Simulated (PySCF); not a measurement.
# `C1=C[SiH2]C(C(F)(F)F)=C1`, C$_{5}$H$_{5}$F$_{3}$Si

Cartesian coordinates in Å; atom numbers follow the order of the lines, from 1:
```xyz
14

F     2.528    0.843    1.187
C     2.024    0.039    0.233
F     2.494   -1.199    0.504
F     2.629    0.405   -0.919
C     0.554    0.064    0.123
C    -0.250    0.812    0.888
C    -1.672    0.683    0.609
C    -2.008   -0.163   -0.374
Si   -0.459   -0.952   -1.116
H     0.098    1.475    1.667
H    -2.379    1.258    1.189
H    -3.034   -0.329   -0.658
H    -0.185   -0.551   -2.493
H    -0.340   -2.385   -0.863
```

Theory: quadratic response B3LYP/aug-cc-pVDZ first hyperpolarisability, Taylor convention, gas phase (PySCF). Geometry: GFN2-xTB.

Give the tensor of the second harmonic β(−2ω;ω,ω) at 1064 nm in the axes of these coordinates.

In au, Taylor convention; rows are the first index (the induced dipole):
|  | xx | yy | zz | xy | xz | yz |
| --- | --- | --- | --- | --- | --- | --- |
| x | +68.4 | +67.8 | +65.3 | +9.4 | +4.6 | -0.3 |
| y | +6.2 | +26.4 | -11.5 | +64.4 | -0.8 | -0.5 |
| z | +1.3 | 0.0 | +41.3 | -0.5 | +61.5 | -11.7 |

Norm of βᵢ = ⅓ Σⱼ (βᵢⱼⱼ + βⱼᵢⱼ + βⱼⱼᵢ): 203.0 au, hyper-Rayleigh value 79.3 au.
